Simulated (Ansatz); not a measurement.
Consider the redistribution: `[Br][Sn][Br]` + `C[O][Al]([OH])[F]` → `C[O][Sn][Br]` + `[OH][Al]([F])[Br]`.

Program: Ansatz. Geometries: PBE0-D4/def2-TZVP. ΔE: electronic, gas phase. CBS: MP2 limit from def2 TZ/QZ plus the TZ coupled-cluster correction, frozen cores. This one scheme is used for every species. Functionals use def2-TZVPP. HSE06 is defined as in plane-wave codes. def2 core potentials past Kr. For Br, Sn outer-core shells are correlated without core-valence functions, which leaves a few kJ/mol of doubt a bond. Scalar relativity is left out up to krypton. One conformer a species, not always the lowest.

```
             level  ΔE (eV)
          PBE-QIDH     0.45
               PBE     0.42
           r2SCAN0     0.50
             HSE06     0.48
       HF/def2-SVP     0.64
      MP2/def2-SVP     0.43
     HF/def2-TZVPP     0.62
SCS-MP2/def2-TZVPP     0.43
```

What does CCSD(T)/CBS give? (Best estimate.)

Ansatz gave: +0.41 eV. The listed levels differ from it by 0.04, 0.01, 0.09, 0.07, 0.23, 0.02, 0.21, 0.02 eV.

What do rigid-rotor, harmonic-oscillator terms from PBE0-D4/def2-TZVP frequencies (298.15 K, 1 bar) make of the CCSD(T)/CBS value? (Estimate.)

The calculation gave: ΔZPE = -0.01 eV, ΔH = +0.39 eV, ΔS = -3 J/(mol·K), ΔG = +0.40 eV.

Largest T1 diagnostic among the species: 0.015.

From r2SCAN to r2SCAN0 (25 % exact exchange), in def2-TZVPP and without D4, ΔE moves by +0.06 eV. In def2-TZVPP, CCSD(T) changes the Hartree–Fock value by −0.21 eV (the triples alone add −0.04 eV) and MP2 by −0.22 eV. Leaving LDA and LC-ωPBE aside and taking each functional with its dispersion term where it has one, the values, not all of them listed here, spread over 0.17 eV, from revPBE-D4 to BHLYP-D4.
